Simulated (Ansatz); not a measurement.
Abridged output of a molecular run in Ansatz:

```
Functional definition: HF
2040 factors; integrals over basis functions are off by at most 1.1e-3 eV
mean field evaluation 1: about -44919.5512 eV, gradient 4.2e1 eV
mean field evaluation 2: about -44920.0366 eV, gradient 4.3e1 eV
mean field evaluation 4: about -44924.0267 eV, gradient 4.2e0 eV
mean field evaluation 8: about -44924.1056 eV, gradient 3.8e-1 eV
mean field evaluation 16: about -44924.1062 eV, gradient 1.7e-6 eV
mean field -44924.10620370 eV, -1650.9304523330 hartree, gradient 1.6e-6 eV, S^2 0.000000; 0 other end points of the search recorded, 0 dependent functions left out
23 core orbitals not correlated: weight in the atoms' cores, before any rotation towards them, 1.000 or more for the frozen orbitals, at most 0.000 for the correlated occupied ones
reference -44924.10620370 eV, -1650.9304523330 hartree; 22, 22 occupied and 300, 300 virtual orbitals, 2040 factors
second order -34.26465543 eV of doubles, -0.00000000 eV of singles
cycle   1  -35.04659477 eV  change   -7.8e-1 eV  update   1.2e-1
cycle   2  -35.84670737 eV  change   -8.0e-1 eV  update   3.5e-2
cycle   3  -36.02294256 eV  change   -1.8e-1 eV  update   1.8e-2
cycle   4  -36.00580347 eV  change    1.7e-2 eV  update   3.9e-3
cycle   5  -36.00268625 eV  change    3.1e-3 eV  update   1.8e-3
cycle   6  -36.00353927 eV  change   -8.5e-4 eV  update   5.3e-4
cycle   7  -36.00325126 eV  change    2.9e-4 eV  update   2.0e-4
cycle   8  -36.00315527 eV  change    9.6e-5 eV  update   6.1e-5
cycle   9  -36.00318743 eV  change   -3.2e-5 eV  update   2.3e-5
perturbative correction -1.40283084 eV, -0.0515530824 hartree
Total energy: -44961.51222196 eV, -1652.3050981496 hartree
```

Its atoms:

Cartesian coordinates in Å:
```
C -1.1076 0.5370 -1.6009
O -0.9247 0.2579 -0.2267
Si -0.1629 1.1890 0.8568
F -1.1808 2.1079 1.6614
S 0.7439 -0.0764 2.2965
Si 1.1563 -1.7234 1.0157
Cl 2.2310 -1.1615 -0.6479
H -2.1424 0.8363 -1.7802
H -0.8920 -0.3687 -2.1694
H -0.4401 1.3330 -1.9456
H 0.7860 2.0978 0.1835
H 2.0017 -2.6350 1.8164
H -0.0684 -2.3939 0.5404
```

Which basis set was used?
A. def2-SVPD
B. def2-SVP
C. cc-pV(D+d)Z
D. def2-TZVPP

D. It gives 345 functions.

Write the keys of the input that set method, charge and spin (a neutral closed shell needs none for the last two).


```yaml
correlation: {method: ccsd_t}
```
